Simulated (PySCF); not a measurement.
C₆H₁₄P (charge +1).
Atom-mapped SMILES: `[CH3:1][P+:2]([CH3:3])([CH3:4])[CH:5]1[CH2:6][CH2:7]1` (hydrogens: H8, H9, H10 on C1; H11, H12, H13 on C3; H14, H15, H16 on C4; H17 on C5; H18, H19 on C6; H20, H21 on C7)

The same species was optimised twice, with GFN2-xTB and with PBE0-D3(BJ)/def2-SVP (PySCF), and the same property calculations (PySCF, gas phase) were run on both structures.

| coordinate | GFN2-xTB | PBE0-D3(BJ)/def2-SVP | change |
| --- | --- | --- | --- |
| P2–C5 (Å) | 1.801 | 1.784 | -0.017 |
| P2–C3 (Å) | 1.809 | 1.799 | -0.010 |
| P2–C4 (Å) | 1.809 | 1.799 | -0.010 |
| C1–P2 (Å) | 1.808 | 1.799 | -0.009 |
| C5–C7 (Å) | 1.506 | 1.510 | +0.004 |
| C5–C6 (Å) | 1.507 | 1.510 | +0.003 |
| C6–C7 (Å) | 1.489 | 1.488 | -0.001 |
| P2–C5–C6 (°) | 119.3 | 121.8 | +2.5 |
| P2–C5–C7 (°) | 120.8 | 122.0 | +1.2 |
| C1–P2–C5 (°) | 112.0 | 111.1 | -0.9 |
| C4–P2–C5 (°) | 109.0 | 109.4 | +0.4 |
| C1–P2–C3 (°) | 108.7 | 109.0 | +0.3 |
| C3–P2–C4 (°) | 109.0 | 109.3 | +0.3 |
| C6–C5–C7 (°) | 59.2 | 59.0 | -0.2 |
| C5–C6–C7 (°) | 60.4 | 60.5 | +0.1 |
| C1–P2–C5–C6 (°) | -48 | -36 | +12 |

Rotational constants: A = 2936, B = 1578, C = 1509 MHz (GFN2-xTB) against A = 2955, B = 1580, C = 1508 MHz (PBE0-D3(BJ)/def2-SVP). Point groups within 0.08 Å: C1 and Cs. Atoms that the bonding makes alike are paired by their places after alignment.

On the GFN2-xTB structure: HOMO (eV) -13.12 [PBE0/pcSseg-1]; LUMO (eV) -3.23 [PBE0/pcSseg-1]; GIAO shielding of C1/C3/C4 (mean) (ppm) 176.3 [PBE0/pcSseg-1]; GIAO shielding of P2 (ppm) 298.9 [PBE0/pcSseg-1]; GIAO shielding of C5 (ppm) 178.9 [PBE0/pcSseg-1]; GIAO shielding of C6/C7 (mean) (ppm) 180.3 [PBE0/pcSseg-1].

Q: What do these properties become on the PBE0-D3(BJ)/def2-SVP structure?

A: 
```
                                    property          level  on GFN2-xTB  on PBE0-D3(BJ)/def2-SVP  change
                                   HOMO (eV)  PBE0/pcSseg-1       -13.12                   -13.16   -0.04
                                   LUMO (eV)  PBE0/pcSseg-1        -3.23                    -3.22   +0.01
energy, GFN2-xTB geometry as zero (kcal/mol)  PBE0/pcSseg-1          0.0                     -0.6    -0.6
     GIAO shielding of C1/C3/C4 (mean) (ppm)  PBE0/pcSseg-1        176.3                    175.6    -0.7
                  GIAO shielding of P2 (ppm)  PBE0/pcSseg-1        298.9                    302.6    +3.7
                  GIAO shielding of C5 (ppm)  PBE0/pcSseg-1        178.9                    179.1    +0.2
        GIAO shielding of C6/C7 (mean) (ppm)  PBE0/pcSseg-1        180.3                    178.0    -2.3
```

The heavy atoms differ by 0.104 Å rms after alignment (one structure mirrored). Among bonds between heavy atoms P2–C5 changes most (-0.017 Å). Changes are differences of the printed values. Neither structure is proved a minimum here. Isolated species at its PBE0-D3(BJ)/def2-SVP geometry, gas phase.

The values belong to the conformer `[CH3:1][P+:2]([CH3:3])([CH3:4])[CH:5]1[CH2:6][CH2:7]1`: C1–P2–C5–C6 -36°.
